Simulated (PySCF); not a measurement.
Vibration and rotation of FeH

ROHF-CCSD(T) constants of FeH, ⁴Δ (quartet), unpaired electrons π ↑↑, δ ↑ (PySCF, no relativity, basis sets Fe def2-TZVPP, H def2-TZVPP; masses 55.9349 and 1.0078 u):

* ωe: 1923.4 cm⁻¹
* ωexe: 31.9 cm⁻¹
* Be: 7.1834 cm⁻¹
* αe: 0.190 cm⁻¹
* D (centrifugal): 0.000401 cm⁻¹
* De to Fe (3d6 4s2) + H: 1.84 eV

**Question.** Give the vibrational terms G(v) and spacings up to v = 3.

**Answer.** G(v) = ωe(v+½) − ωexe(v+½)².

| v | G(v) (cm⁻¹) | G(v) − G(v−1) | Bv (cm⁻¹) |
| --- | --- | --- | --- |
| 0 | 954 |  | 7.088 |
| 1 | 2813 | 1860 | 6.898 |
| 2 | 4609 | 1796 | 6.708 |
| 3 | 6341 | 1732 | 6.518 |

**Question.** How well does the Morse estimate ωe²/(4ωexe) reproduce De, and what is D0?

**Answer.** It gives 3.59 eV, 195 % of the computed De. D0 = De − G(0) = 1.84 − 0.12 = 1.72 eV.

Correlated steps freeze 5 core orbitals. The CCSD T1 diagnostic is raised, a sign that a single reference may not be enough here. With d or f electrons several states lie close, and the lowest PBE0 determinant need not be the measured ground state.
